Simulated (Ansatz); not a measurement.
Relaxation of C₃H₉NSi (14 atoms, charge 0, multiplicity 1), to a largest force component of 0.015 eV/Å in at most 40 steps.

Theory: RKS PBE/def2-SVP (Ansatz).

```xyz
14
Properties=species:S:1:pos:R:3
C -1.384 -0.553 0.491
C 0.044 -0.291 0.702
N 0.502 -0.772 1.889
C 0.946 0.342 -0.163
Si 0.534 1.069 -1.814
H -1.807 -0.059 -0.452
H -1.624 -1.579 0.458
H -1.966 -0.044 1.294
H 1.254 -0.200 2.355
H -0.188 -1.061 2.574
H 1.907 0.451 0.127
H 1.811 1.615 -2.357
H -0.496 2.211 -1.687
H -0.046 0.063 -2.701
```

Problem. Where does it end, and by what steps?

Solution. It converged. After 8 steps the energy has fallen by 0.529 eV; H9 moved furthest, 0.35 Å.

| step | energy less start (eV) | largest force component (eV/Å) | accepted |
| --- | --- | --- | --- |
| 0 | 0.0000 | 5.099 | yes |
| 1 | -0.4588 | 1.368 | yes |
| 2 | -0.5230 | 0.286 | yes |
| 3 | -0.5270 | 0.104 | yes |
| 4 | -0.5279 | 0.062 | yes |
| 5 | -0.5283 | 0.021 | yes |
| 6 | -0.5285 | 0.016 | yes |
| 7 | -0.5285 | 0.051 | yes |
| 8 | -0.5286 | 0.012 | yes |

```xyz
14
Properties=species:S:1:pos:R:3
C -1.394 -0.490 0.454
C 0.065 -0.246 0.753
N 0.482 -0.794 1.954
C 0.912 0.403 -0.107
Si 0.489 1.071 -1.790
H -1.695 -0.069 -0.523
H -1.615 -1.579 0.445
H -2.040 -0.031 1.233
H 1.400 -0.515 2.304
H -0.218 -0.937 2.682
H 1.960 0.530 0.225
H 1.739 1.640 -2.409
H -0.542 2.178 -1.764
H -0.057 0.029 -2.741
```

Whether the end is a true minimum wasn't checked by a vibrational analysis.

Run time: 26 s on 2 threads of Arm Neoverse V1, on a shared host, peak memory 0.15 GiB.
